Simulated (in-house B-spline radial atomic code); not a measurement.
How numerical settings move a run on Te IV (Te3+), [Kr] 4d10 5s2 5p1. Computed with a B-spline radial code for spherical atoms: Dirac-Hartree-Fock, average of configuration, Fermi nucleus of rms radius 4.7423 fm.

Command:
```bash
python run_scf.py task.json out
```
Settings of the sound reference run:
```
Z                52
electrons        49
configuration    [Kr] 4d10 5s2 5p1
hamiltonian      dirac
method           hf
spin_polarised   False
nucleus          fermi
rms_radius       4.7423
mass_number      130
atomic_mass      129.9062
speed_of_light   137.036
knot_spacing     0.22
spline_order     8
gauss_points     12
box_radius       16.22
max_iterations   70
damping          0.5
damped_steps     3
diis_vectors     10
tolerance        1e-08
start            Thomas-Fermi
```

Run time, properties included: 1.3 s on 1 thread of Arm Neoverse V1, with other jobs on the host.

It converges in 10 iterations to -6791.777675 hartree, with 5p3/2 at -35.8617 eV. The other runs change the listed settings, some to values that make no sense; their results aren't properties of the atom or ion. Radii are in bohr (the nuclear one in fm), a minus after a letter asks for a j subshell, and «unchanged» means within 1e-8 hartree. The run stops when the residual is below 10 × tolerance × max(1, Z/10), or a noise floor if that is larger, and the energy moves by less than 1e-8 × √|E| hartree; so very loose and very tight tolerances often act alike.

```tsv
changed settings	outcome
max_iterations = 3	not converged after 3 iterations, last residual 9.6e-02, last energy +2.20e-01 hartree from the reference
max_iterations = 100, damping = 0.2, diis_vectors = 20	converged in 10 iterations, energy unchanged, 5p3/2 level -4.6e-07 eV
knot_spacing = 0.1	converged in 10 iterations, energy -8.20e-08 hartree from the reference
box_radius = 3.24	converged in 9 iterations, energy +4.62e-01 hartree from the reference, 5p3/2 level +7.3e+00 eV (the program warns: 5p3/2 reaches the box edge; 4s1/2 reaches the box edge)
box_radius = 0.65	converged in 8 iterations, energy +9.87e+02 hartree from the reference, 5p3/2 level +3.4e+03 eV (the program warns: 5p3/2 has a positive eigenvalue: unbound, held by the box; 3d3/2 has a positive eigenvalue: unbound, held by the box)
box_radius = 4.87	converged in 10 iterations, energy +1.34e-02 hartree from the reference, 5p3/2 level +3.1e-01 eV (the program warns: 5p3/2 reaches the box edge; 4d3/2 reaches the box edge)
knot_spacing = 0.75	converged in 10 iterations, energy +7.84e+00 hartree from the reference, 5p3/2 level +1.1e-01 eV (the program warns: 3s1/2 reaches the box edge; 3p1/2 reaches the box edge)
electrons = 50, configuration = [Kr] 4d10 5s2 5p1 6p-1, max_iterations = 60	converged in 10 iterations to -6792.1895 hartree, a different physical problem (warning: 6p1/2 reaches the box edge)
method = tpss,tpss	stopped with error: meta-GGAs are not served with the Dirac Hamiltonian
knot_spacing = 2	converged in 10 iterations, energy +2.35e+02 hartree from the reference, 5p3/2 level -1.3e+00 eV (the program warns: 5p3/2 reaches the box edge; 2s1/2 reaches the box edge)
max_iterations = 8, diis_vectors = 0, tolerance = 1e-13	not converged after 8 iterations, last residual 2.2e-03, last energy +6.66e-05 hartree from the reference
knot_spacing = 0.55	converged in 10 iterations, energy +4.17e-01 hartree from the reference, 5p3/2 level -9.2e-03 eV
max_iterations = 5	not converged after 5 iterations, last residual 1.1e-02, last energy +3.26e-03 hartree from the reference
knot_spacing = 1.4, spline_order = 10, box_radius = 2.43, max_iterations = 75	converged in 9 iterations, energy +8.04e+00 hartree from the reference, 5p3/2 level +3.3e+01 eV (the program warns: 5p3/2 reaches the box edge; 1s1/2 reaches the box edge)
box_radius = 0.97	converged in 8 iterations, energy +2.26e+02 hartree from the reference, 5p3/2 level +1.1e+03 eV (the program warns: 5p3/2 has a positive eigenvalue: unbound, held by the box; 4s1/2 has a positive eigenvalue: unbound, held by the box)
knot_spacing = 0.4	converged in 10 iterations, energy +2.69e-03 hartree from the reference, 5p3/2 level -6.0e-05 eV
box_radius = 2.43, max_iterations = 60, damped_steps = 0	converged in 8 iterations, energy +2.71e+00 hartree from the reference, 5p3/2 level +3.3e+01 eV (the program warns: 5p3/2 reaches the box edge; 4s1/2 reaches the box edge)
max_iterations = 12	converged in 10 iterations, energy unchanged
electrons = 50, configuration = [Kr] 4d10 5s2 5p1 6s-1, max_iterations = 100	stopped with error: j subshells need the Dirac Hamiltonian and l > 0
```

Q: What happens with knot_spacing = 0.15?

A: Converged in 10 iterations, energy -7.93e-08 hartree from the reference.

Q: What happens with knot_spacing = 0.55, box_radius = 3.24, max_iterations = 60, tolerance = 1e-10, start = bare nucleus?

A: Converged in 11 iterations, energy +5.17e-01 hartree from the reference, 5p3/2 level +7.2e+00 eV (the program warns: 5p3/2 reaches the box edge; 4s1/2 reaches the box edge).

Q: What happens with knot_spacing = 0.3?

A: Converged in 10 iterations, energy +1.87e-05 hartree from the reference.

Q: What happens with knot_spacing = 1.4?

A: Converged in 10 iterations, energy +6.98e+01 hartree from the reference, 5p3/2 level -6.8e-01 eV (the program warns: 5p3/2 reaches the box edge; 2s1/2 reaches the box edge).
